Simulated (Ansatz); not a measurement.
Cost and result for the atomization energy of CuO, SMILES `[O][Cu]` radical (2 atoms, 1 bond).

Charge 0, multiplicity 2. For Cu the d shell is correlated and the shells below it are frozen. Scalar relativity is left out up to krypton. The structure was optimised at the PBE0-D4/def2-TZVP level. Program: Ansatz. Hardware: A = 2 threads of an AMD EPYC 7R13 on a shared host; B = 2 threads of an AMD EPYC 7R13 on a shared host and a share of an NVIDIA H100 80 GB. Times are those of one run each, without the atoms' runs, and a repeat can differ threefold. Electronic energies, without spin–orbit coupling; frozen cores. CCSD(T)/CBS adds CCSD(T) − MP2 in def2-TZVPP to the MP2 limit, and its time is that of the two runs behind it. T1 = 0.096; ⟨S²⟩ of the reference is 1.71. With those shells the extrapolation isn't a true limit.

CCSD(T)/CBS is a level of theory with its own doubt, some kJ/mol a heavy atom from the limit and from the frozen cores, so smaller differences don't rank the functionals.

```tsv
level	functions	wall time
BHLYP-D4/def2-TZVPP [A]	95	3.3 s
PBE-QIDH/def2-TZVPP [A]	95	4.7 s
LDA (SPW92)/def2-TZVPP [A]	95	5.5 s
B2PLYP/def2-TZVPP [A]	95	6 s
PBE0-D4/def2-TZVPP [A]	95	6.5 s
CCSD(T)/def2-SVP [A]	45	9.5 s
RPA@PBE/def2-TZVPP [A]	95	11 s
revPBE-D4/def2-TZVPP [A]	95	11 s
r2SCAN-D4/def2-TZVPP (with forces) [A]	95	13 s
B97M-V/def2-TZVPP [A]	95	17 s
CCSD(T)/def2-QZVPP [B]	157	24 s
CCSD(T)/def2-TZVPP [A]	95	35 s
CCSD(T)/CBS(def2)	–	59 s
```

(1) What atomization energy does each give, and how far from CCSD(T)/CBS? (Estimate.)

## Answers

(1) The calculation gave: 
| level | atomization (kJ/mol) | difference from CCSD(T)/CBS | per bond |
| --- | --- | --- | --- |
| BHLYP-D4/def2-TZVPP [A] | 207.2 | 182.1 | 182.1 |
| PBE-QIDH/def2-TZVPP [A] | 236.7 | 211.6 | 211.6 |
| LDA (SPW92)/def2-TZVPP [A] | 386.3 | 361.2 | 361.2 |
| B2PLYP/def2-TZVPP [A] | 256.9 | 231.8 | 231.8 |
| PBE0-D4/def2-TZVPP [A] | 253.4 | 228.3 | 228.4 |
| CCSD(T)/def2-SVP [A] | 210.9 | 185.8 | 185.8 |
| RPA@PBE/def2-TZVPP [A] | 239.0 | 213.9 | 213.9 |
| revPBE-D4/def2-TZVPP [A] | 294.3 | 269.2 | 269.2 |
| r2SCAN-D4/def2-TZVPP (with forces) [A] | 295.5 | 270.4 | 270.4 |
| B97M-V/def2-TZVPP [A] | 281.4 | 256.3 | 256.4 |
| CCSD(T)/def2-QZVPP [B] | 21.5 | -3.6 | -3.6 |
| CCSD(T)/def2-TZVPP [A] | 12.9 | -12.2 | -12.2 |
| CCSD(T)/CBS(def2) | 25.1 | 0.0 | 0.0 |

From r2SCAN to r2SCAN0 (25 % exact exchange), in def2-TZVPP and without D4, the atomization energy moves by −53.6 kJ/mol: exact exchange takes away binding that semilocal exchange gives to molecules. At CCSD(T), def2-SVP lies +185.8 kJ/mol from the extrapolated value and def2-TZVPP −12.2 kJ/mol. In def2-TZVPP, CCSD(T) changes the Hartree–Fock value by −53.9 kJ/mol (the triples alone add −4.0 kJ/mol) and MP2 by −103.7 kJ/mol.
